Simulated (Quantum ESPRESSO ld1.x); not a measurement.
The numbers below are computed, except where a source is named.
Task: The aim is the antimony ion Sb2+ in [Kr] 4d10 5s2 5p1. This ld1.x (Quantum ESPRESSO 7.5) run was made with `OMP_NUM_THREADS=1 ld1.x < ld1.in > ld1.out`. Can the result be used? Name any fault.

```
 &input
    zed=51.0,
    iswitch=1,
    rel=2,
    dft='HF',
    config='[Kr] 4d10 5s2 5p1',
    verbosity='high',
    lsmall=.true.,
    prefix='ld1',
    max_out_wfc=37,
    file_charge='ld1.rho',
 /
```

Output (excerpt):

```
     Program LD1 v.7.5 starts

 %%%%%%%%%%%%%%%%%%%%%%%%%%%%%%%%%%%%%%%%%%%%%%%%%%%%%%%%%%%%%%%%%%%%%%%%%%%%%%
     Error in routine ld1_setup (1):
     HF not implemented yet
 %%%%%%%%%%%%%%%%%%%%%%%%%%%%%%%%%%%%%%%%%%%%%%%%%%%%%%%%%%%%%%%%%%%%%%%%%%%%%%

     stopping ...
```

Result: No (refused). The line at issue: dft='HF'. The program stops in ld1_setup with "HF not implemented yet": ld1.x has no Hartree-Fock; KLI and OEP are its exact-exchange options. The sound input gives -6482.63 hartree.
